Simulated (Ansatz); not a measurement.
Program: Ansatz. Geometries: PBE0-D4/def2-TZVP. ΔE: electronic, gas phase. CCSD(T)/CBS adds triple-zeta CCSD(T) − MP2 to the extrapolated MP2 energy (def2 sets, frozen cores). Functionals use def2-TZVPP. B3LYP here is the variant with VWN-RPA as its local correlation; programs differ in this. HSE06 is defined as in plane-wave codes. def2 core potentials past Kr. For Se, Sn outer-core shells are correlated without core-valence functions, which leaves a few kJ/mol of doubt a bond. Scalar relativity is left out up to krypton. One conformer a species, not always the lowest.

Reaction (substitution at a C–B bond): `C=NB(C)F` + `[SeH][SnH3]` → `C[Se][SnH3]` + `C=NBF`

`C=NB(C)F`:

```xyz
10

C    -1.794    0.206    1.047
N    -0.791    0.485    0.374
B     0.535    0.534   -0.025
C     1.190   -0.552   -0.944
F     1.259    1.605    0.346
H    -1.734   -0.341    1.997
H    -2.798    0.499    0.721
H     1.555   -0.094   -1.868
H     2.065   -0.978   -0.443
H     0.512   -1.365   -1.206
```

`[SeH][SnH3]`:

Cartesian coordinates in Å:
```
Se -0.234 -1.149 1.568
Sn -0.127 0.527 -0.329
H 0.721 -2.047 0.905
H -1.186 1.777 0.131
H -0.641 -0.211 -1.778
H 1.468 1.103 -0.498
```

`C[Se][SnH3]`:

```xyz
9

C     0.592    0.002    1.602
Se    1.493    0.321   -0.109
Sn   -0.531    0.010   -1.581
H    -0.182    0.748    1.773
H     0.172   -1.001    1.634
H     1.359    0.097    2.369
H    -1.178   -1.550   -1.320
H    -0.010    0.197   -3.191
H    -1.713    1.177   -1.178
```

`C=NBF`:

```xyz
7

C    -1.059    0.213   -0.743
N    -0.051    0.008   -0.053
B     1.030   -0.212    0.757
F     2.259   -0.293    0.235
H    -1.417    1.227   -0.955
H    -1.638   -0.611   -1.177
H     0.876   -0.333    1.936
```

Task: Is it downhill or uphill in electronic energy at CCSD(T)/CBS, and by how much? (Best estimate.)

Result: The calculation gave: Uphill: ΔE = +13.6 kcal/mol.

Task: What do these levels give: B3LYP-D4, HSE06-D4, ωB97X-V, ωB97M-V, HF/def2-SVP, CCSD/CBS(def2)? (Best estimate.)

Result: Computed: B3LYP-D4 13.3, HSE06-D4 14.1, ωB97X-V 14.2, ωB97M-V 14.5, HF/def2-SVP 17.1, CCSD/CBS(def2) 14.0 kcal/mol.

Largest T1 diagnostic among the species: 0.014.

From BLYP to BHLYP (50 % exact exchange), in def2-TZVPP and without D4, ΔE moves by +1.7 kcal/mol. At CCSD(T), def2-SVP lies +2.8 kcal/mol from the extrapolated value and def2-TZVPP +0.1 kcal/mol. In def2-TZVPP, CCSD(T) changes the Hartree–Fock value by −1.3 kcal/mol (the triples alone add −0.4 kcal/mol) and MP2 by −2.0 kcal/mol.
